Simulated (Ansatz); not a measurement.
Gas-phase electronic energies from Ansatz, PBE0-D4/def2-TZVP geometries. CBS: MP2 limit from def2 TZ/QZ plus the TZ coupled-cluster correction, frozen cores. Functionals use def2-TZVPP. For Ge outer-core shells are correlated without core-valence functions, which leaves a few kJ/mol of doubt a bond. Scalar relativity is left out up to krypton. Each species was taken in one conformer, which may not be the lowest.

Reaction (formal exchange of groups at a B–Ge bond): `[CH3][GeH2][B](O)O` + `CCSS` → `CCSB(O)O` + `[CH3][GeH2][SH]`

```json
{"level": "r2SCAN-D4", "ΔE (kcal/mol)": "-37.1", "difference from CCSD(T)/CBS": "-0.3"}
{"level": "ωB97X-V", "ΔE (kcal/mol)": "-37.3", "difference from CCSD(T)/CBS": "-0.5"}
{"level": "r2SCAN", "ΔE (kcal/mol)": "-37.1", "difference from CCSD(T)/CBS": "-0.3"}
{"level": "PBE0", "ΔE (kcal/mol)": "-36.1", "difference from CCSD(T)/CBS": "0.7"}
{"level": "MP2/def2-TZVPP", "ΔE (kcal/mol)": "-39.7", "difference from CCSD(T)/CBS": "-2.9"}
{"level": "CCSD(T)/def2-TZVPP", "ΔE (kcal/mol)": "-38.2", "difference from CCSD(T)/CBS": "-1.4"}
{"level": "MP2/def2-QZVPP", "ΔE (kcal/mol)": "-38.8", "difference from CCSD(T)/CBS": "-2.0"}
{"level": "SCS-MP2/def2-QZVPP", "ΔE (kcal/mol)": "-38.4", "difference from CCSD(T)/CBS": "-1.6"}
{"level": "HF/CBS(def2)", "ΔE (kcal/mol)": "-42.1", "difference from CCSD(T)/CBS": "-5.3"}
{"level": "MP2/CBS(def2)", "ΔE (kcal/mol)": "-38.3", "difference from CCSD(T)/CBS": "-1.5"}
{"level": "CCSD(T)/CBS", "ΔE (kcal/mol)": "-36.8", "difference from CCSD(T)/CBS": "0"}
```

Largest T1 diagnostic among the species: 0.012.

From PBE to PBE0 (25 % exact exchange), in def2-TZVPP and without D4, ΔE moves by −2.8 kcal/mol. In def2-TZVPP, CCSD(T) changes the Hartree–Fock value by +4.1 kcal/mol (the triples alone add +0.5 kcal/mol) and MP2 by +2.6 kcal/mol.
